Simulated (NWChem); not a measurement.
System: AlSiH$_{3}$Cl$_{2}$; SMILES [Al]([Cl])([Cl])[SiH3]

Program: NWChem. Medium grid unless said otherwise, to which SCAN and Minnesota functionals are sensitive. All runs use the structure optimised with B3LYP/6-31G* (spherical d). Hybrids' shares of exact exchange are those that their runs print; pure functionals count as 0. The functionals differ in more than this share.

| row | share of exact exchange | orbital gap (eV) |
|---|---|---|
| PBE/def2-SVP | 0.00 | 4.66 |
| LDA (Slater exchange, PW92)/def2-SVP | 0.00 | 4.56 |
| B3LYP/def2-SVP | 0.20 | 6.15 |
| PBE0/def2-SVP | 0.25 | withheld |
| M06-2X/def2-SVP | 0.54 | 8.23 |

### Question
Fit a straight line of the last column on the one before it, predict the withheld value, and compare with the run.

### Answer

1. Means of the 4 shown rows: x = 0.185, y = 5.900. Slope Σ(x − x̄)(y − ȳ)/Σ(x − x̄)² = 1.308/0.1947 = 6.719; intercept 4.657.
2. The shown rows scatter about the line by 0.093 (root mean square); the largest residual is +0.15, at B3LYP/def2-SVP.
3. At x = 0.25 (PBE0/def2-SVP; inside the shown range) the line gives 6.34.
4. The run gives 6.53, +0.19 from the line, 2.0 times the scatter.
